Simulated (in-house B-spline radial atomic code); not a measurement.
RPA and G0W0 on BHandHLYP: Tc⁴²⁺

Configuration 1s1, highest spin, mean-field start BHandHLYP. Computed with an all-electron radial atomic-structure program (B-spline basis): all electrons, non-relativistic, point nucleus, each spin shell either full or empty, empty states to l = 9 with an (l + 1/2)⁻⁴ tail; G0W0 by contour deformation at full frequency.

Without relativity these are model numbers: it shifts the levels of so heavy an element strongly and can reorder them.

Relativity, left out, deepens the 1s level by about Z⁴α²/8 hartree.

With one electron the exact correlation energy is zero, so what RPA and GW give is self-correlation.

Command:
```bash
python run_gw.py task.json out
```
Settings (radii: box in bohr, nucleus in fm):
```
Z                        43
electrons                1
configuration            1s1
hamiltonian              nr
method                   bhandhlyp
lmax                     9
spin_polarised           True
box_radius               2.38
intervals                45
ion_configuration        bare nucleus
```

Run time, properties included: 0.6 s on 1 thread of Intel(R) Xeon(R) Platinum 8488C (shared host).

Energies (hartree):

| term | value |
| --- | --- |
| mean-field total | -924.44114 |
| Hartree-Fock functional on these orbitals | -924.49985 |
| direct second order | -0.023193 |
| second-order exchange | 0.023194 |
| SOSEX correction | 0.023126 |

Problem. What is the RPA correlation energy, and what remains with SOSEX?

Solution. RPA gives -0.023125 hartree (-0.629 eV per electron); RPA + SOSEX gives 0, and the second-order doubles 0 hartree (no singles). SOSEX takes back 100 % of the RPA value.

Quasi-particle levels (eV):

| level | occupied | mean field | Σx - vxc | Σc | QP weight | G0W0 |
| --- | --- | --- | --- | --- | --- | --- |
| 1s up | yes | -25021.01 | -135.91 | ? | ? | ? |
| 1s down | no | -24427.21 | 0.00 | -2.73 | 1.000 | -24429.94 |

G0W0 = mean field + (Σx - vxc) + Σc, with Σc (partial-wave tail included) taken at the quasi-particle energy.

Problem. Where does G0W0 put 1s up?

Solution. At -25156.69 eV, with Σc = 0.23 eV and a quasi-particle weight of 1.000. The tabulated removal energy is 25787.047 ± 0.016 eV (NIST, tabulated theory); the calculation leaves out relativity, QED, nuclear size and recoil, and what these don't explain is the method's own error.

Problem. What does it cost to remove one electron (to the bare nucleus) by differences of total energies, each species on its own start (correlation terms add to the Hartree-Fock functional)?

Solution. BHandHLYP 25155.32 eV, Hartree-Fock functional 25156.92 eV, + RPA 25157.55 eV, + RPA + SOSEX 25156.92 eV, + second order 25156.92 eV. Tabulated: 25787.047 ± 0.016 eV (NIST, tabulated theory); the calculation leaves out relativity, QED, nuclear size and recoil, and what these don't explain is the method's own error.
